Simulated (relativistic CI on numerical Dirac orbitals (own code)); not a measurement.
Spin-allowed bands of a d7 ion in a tetrahedral site, by hand

Problem. Take Δ = 9380 cm⁻¹ and B = 690 cm⁻¹ for a d7 ion in a tetrahedral site. Calculate the three spin-allowed bands.

Working.
1. The terms of highest spin are 4F (energy 0) and 4P (15B = 10350 cm⁻¹). Here the F term splits into A2 at −1.2Δ = -11256, T2 at −0.2Δ = -1876 and T1 at +0.6Δ = 5628 cm⁻¹.
2. The two T1 states mix through the element 0.4Δ: H = [[5628, 3752], [3752, 10350]], with roots ½(H₁₁ + H₂₂) ∓ ½√[(H₂₂ − H₁₁)² + 4H₁₂²] = ½(15978) ∓ ½(8866) = 3556 and 12422 cm⁻¹.
3. The ground term is 4A2 at -11256 cm⁻¹.
4. Bands: 4T2 9380 cm⁻¹ (1066 nm), 4T1(F) 14812 cm⁻¹ (675 nm), 4T1(P) 23678 cm⁻¹ (422 nm).

Check. Exact diagonalisation of the whole d7 shell with these parameters gives 4T2 9380, 4T1 14812, 4T1 23678 cm⁻¹. The match is exact, since without spin-orbit coupling no other term has this spin. The ratio of the second band to the first, 1.579, depends on Δ/B = 13.6 alone, which is how a Tanabe-Sugano diagram is read.
